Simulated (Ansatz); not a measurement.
`C[O][Ge][F]` and `C[S][Ge][F]` differ in one element.

Ansatz, PBE0-D4/def2-TZVP geometries, multiplicity 1. Each molecule was computed in one conformer, which needn't be the lowest.

Scalar relativity is left out up to krypton.

```csv
property,`C[O][Ge][F]`
size of the dipole moment (PBE/def2-TZVPP) / D,0.83
HOMO–LUMO gap (B3LYP/def2-TZVPP) / eV,5.84
size of the dipole moment (B3LYP/def2-TZVPP) / D,0.87
LUMO energy (ωB97M-V/def2-TZVPP) / eV,0.07
HOMO–LUMO gap (PBE0/def2-TZVPP) / eV,6.26
"ideal-gas entropy at 298 K and 1 bar (rigid rotor, harmonic PBE0-D4/def2-TZVP) / J/(mol·K)",321
```

(1) Give the same properties after the change, and the shifts. (Best estimate.)

Results:

(1) The calculation gave: 
| property | `C[S][Ge][F]` | shift |
| --- | --- | --- |
| size of the dipole moment (PBE/def2-TZVPP) / D | 0.61 | -0.22 |
| HOMO–LUMO gap (B3LYP/def2-TZVPP) / eV | 4.77 | -1.07 |
| size of the dipole moment (B3LYP/def2-TZVPP) / D | 0.55 | -0.32 |
| LUMO energy (ωB97M-V/def2-TZVPP) / eV | -0.28 | -0.35 |
| HOMO–LUMO gap (PBE0/def2-TZVPP) / eV | 5.17 | -1.09 |
| ideal-gas entropy at 298 K and 1 bar (rigid rotor, harmonic PBE0-D4/def2-TZVP) / J/(mol·K) | 334 | 13 |

With PBE0 the HOMO rises by 0.80 eV and the LUMO falls by 0.28 eV, so the gap narrows by about 1.08 eV. PBE moves the HOMO by 0.62 eV and ωB97M-V by 1.00 eV. Dipoles are sizes alone; their direction can turn.

B3LYP here is the variant with VWN-RPA as its local correlation; programs differ in this.
